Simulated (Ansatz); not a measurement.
Geometry optimisation, RKS PBE/def2-SVP in Ansatz 0.2.0.

The input (input.yaml):

```yaml
crystal:
  periodic: [false, false, false]
  atoms:
    - { symbol: Ta, position_ang: [0.0, 0.0, 0.0] }
    - { symbol: Cl, position_ang: [2.47, 0.0, 0.0] }
    - { symbol: F, position_ang: [0.0, 0.0, 1.93] }
    - { symbol: F, position_ang: [0.0, 0.0, -1.93] }
    - { symbol: "N", position_ang: [-1.08, 1.8706, 0.0] }
    - { symbol: H, position_ang: [-1.6414, 2.1584, 0.8518] }
    - { symbol: H, position_ang: [-1.0486, 2.5007, -0.8518] }
    - { symbol: F, position_ang: [-0.965, -1.6714, 0.0] }
basis:
  gaussian: { orbitals: def2-SVP }
hamiltonian:
  xc: pbe
relax:
  f_tol: 0.02
  max_steps: 40
```

Launched with:

```bash
$ ansatz run input.yaml --threads 4 --pin off --max-ram 5120MiB --backend cpu --events-out ev --progress --plain --runs-dir out
```

Task: Where does it end, and by what steps?

Result: The run converged. After 7 steps the energy has fallen by 0.789 eV; H6 moved furthest, 0.39 Å.

```json
{"step": "0", "energy less start (eV)": "0.0000", "largest force component (eV/Å)": "2.310", "accepted": "yes"}
{"step": "1", "energy less start (eV)": "-0.6506", "largest force component (eV/Å)": "1.105", "accepted": "yes"}
{"step": "2", "energy less start (eV)": "-0.7435", "largest force component (eV/Å)": "0.868", "accepted": "yes"}
{"step": "3", "energy less start (eV)": "-0.7784", "largest force component (eV/Å)": "0.573", "accepted": "yes"}
{"step": "4", "energy less start (eV)": "-0.7879", "largest force component (eV/Å)": "0.089", "accepted": "yes"}
{"step": "5", "energy less start (eV)": "-0.7887", "largest force component (eV/Å)": "0.030", "accepted": "yes"}
{"step": "6", "energy less start (eV)": "-0.7889", "largest force component (eV/Å)": "0.058", "accepted": "yes"}
{"step": "7", "energy less start (eV)": "-0.7890", "largest force component (eV/Å)": "0.010", "accepted": "yes"}
```

```xyz
8
Properties=species:S:1:pos:R:3
Ta 0.016 0.006 -0.002
Cl 2.332 0.120 0.071
F -0.208 0.071 1.884
F -0.089 0.145 -1.895
N -0.931 1.728 0.002
H -1.257 2.193 0.855
H -1.203 2.227 -0.851
F -0.924 -1.632 -0.064
```

Whether the end is a true minimum wasn't checked by a vibrational analysis.

Run time: 14 s on 4 threads of AMD EPYC 7R43 64-Core Processor (Zen 3), with other jobs on the host, peak memory 0.18 GiB.
